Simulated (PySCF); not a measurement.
## Mayer bond orders and bond lengths

Species: C₈H₁₁N.
Atom-mapped SMILES: `[CH3:1][c:2]1[cH:3][cH:4][cH:5][c:6]([CH3:7])[c:8]1[NH2:9]` (hydrogens: H10, H11, H12 on C1; H13 on C3; H14 on C4; H15 on C5; H16, H17, H18 on C7; H19, H20 on N9)

Geometry (GFN2-xTB, Å), atoms numbered from 1 in this order:
```
atom  x, y, z in Å
C1    -2.4836   -0.7246   -0.0682
C2    -1.2209    0.0863    0.0091
C3    -1.2785    1.4649    0.1276
C4    -0.1248    2.2235    0.2068
C5     1.1063    1.5944    0.1730
C6     1.2028    0.2180    0.0550
C7     2.5480   -0.4513    0.0268
C8     0.0301   -0.5461   -0.0339
N9     0.1063   -1.9310   -0.0876
H10   -3.3529   -0.0766    0.0076
H11   -2.5251   -1.4522    0.7424
H12   -2.5486   -1.2646   -1.0153
H13   -2.2436    1.9506    0.1586
H14   -0.1849    3.2974    0.2982
H15    2.0113    2.1814    0.2400
H16    2.6375   -1.1713    0.8404
H17    2.7052   -0.9799   -0.9159
H18    3.3385    0.2872    0.1333
H19   -0.7042   -2.3934   -0.4667
H20    0.9760   -2.3021   -0.4343
```

Bond orders from the PBE0/pcSseg-1 density (PySCF). Geometry: GFN2-xTB; no solvent, vibrations or thermal averaging.

How far do the computed orders between heavy atoms stray from the drawn ones?

The largest departure is 0.210, at C6–C8 (drawn aromatic, 1.290) and C8–C2 (drawn aromatic, 1.290), counting aromatic bonds as 1.5. Drawn single, order above 1.12: C8–N9 (1.190). The bonds drawn aromatic range from 1.29 to 1.48.

Set the Mayer orders of the bonds between heavy atoms beside their lengths.

```tsv
bond	drawn as	length (Å)	Mayer order
C1–C2	single	1.503	1.073
C2–C3	aromatic	1.385	1.476
C3–C4	aromatic	1.383	1.440
C4–C5	aromatic	1.383	1.440
C5–C6	aromatic	1.385	1.476
C6–C7	single	1.503	1.073
C6–C8	aromatic	1.402	1.290
C8–N9	single	1.388	1.190
C8–C2	aromatic	1.402	1.290
```

Bonds between the same two heavy elements. C–C: lowest C1–C2 and C6–C7 (1.073, 1.503 Å), highest C2–C3 and C5–C6 (1.476, 1.385 Å). Bonds named together lie within 0.004.

And the bonds to hydrogen?

C–H: 0.94 to 0.96 (9 bonds); H–N: 0.93 (2 bonds).

Sum the orders of all bonds at each heavy atom with more than one neighbour and set the sums beside the valence in the SMILES.

C1 3.921 (drawn 4), C2 3.839 (drawn 4), C3 3.868 (drawn 4), C4 3.839 (drawn 4), C5 3.868 (drawn 4), C6 3.839 (drawn 4), C7 3.921 (drawn 4), C8 3.770 (drawn 4), N9 3.046 (drawn 3). Orders between atoms that aren't bonded are not in these sums.

For a closed shell the Mayer order of atoms A and B is Σ (PS)μν (PS)νμ over the basis functions μ on A and ν on B, with P the density and S the overlap matrix.
